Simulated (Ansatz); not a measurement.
Start from `CC(F)CCF` and change one atom or group to get `CC(F)CBr`.

Ansatz, PBE0-D4/def2-TZVP geometries, multiplicity 1. Each molecule was computed in one conformer, which needn't be the lowest.

Scalar relativity is left out up to krypton. Spin–orbit coupling is left out; it splits and shifts lone-pair levels of the heavy atoms by tenths of an eV.

```json
{"property": "HOMO–LUMO gap (B3LYP/def2-TZVPP) / eV", "`CC(F)CCF`": "9.83"}
{"property": "LUMO energy (B3LYP/def2-TZVPP) / eV", "`CC(F)CCF`": "0.93"}
{"property": "HOMO energy (B3LYP/def2-TZVPP) / eV", "`CC(F)CCF`": "-8.91"}
{"property": "size of the dipole moment (B3LYP/def2-TZVPP) / D", "`CC(F)CCF`": "2.09"}
{"property": "HOMO–LUMO gap (PBE0/def2-TZVPP) / eV", "`CC(F)CCF`": "10.38"}
{"property": "HOMO–LUMO gap (ωB97M-V/def2-TZVPP) / eV", "`CC(F)CCF`": "14.18"}
```

**Question.** What does the change do to each property? (An estimate is asked.)

**Answer.** Computed: 
| property | `CC(F)CBr` | shift |
| --- | --- | --- |
| HOMO–LUMO gap (B3LYP/def2-TZVPP) / eV | 7.40 | -2.43 |
| LUMO energy (B3LYP/def2-TZVPP) / eV | -0.30 | -1.23 |
| HOMO energy (B3LYP/def2-TZVPP) / eV | -7.71 | 1.20 |
| size of the dipole moment (B3LYP/def2-TZVPP) / D | 2.97 | 0.88 |
| HOMO–LUMO gap (PBE0/def2-TZVPP) / eV | 7.95 | -2.43 |
| HOMO–LUMO gap (ωB97M-V/def2-TZVPP) / eV | 12.17 | -2.01 |

With PBE0 the HOMO rises by 1.13 eV and the LUMO falls by 1.29 eV, so the gap narrows by about 2.42 eV. PBE moves the HOMO by 0.82 eV and ωB97M-V by 1.23 eV. The zero-point energy changes by -81.0 kJ/mol with -9 modes. Dipoles are sizes alone; their direction can turn.

Positive LUMOs are unbound, so they and the gaps depend on the basis.

B3LYP here is the variant with VWN-RPA as its local correlation; programs differ in this.
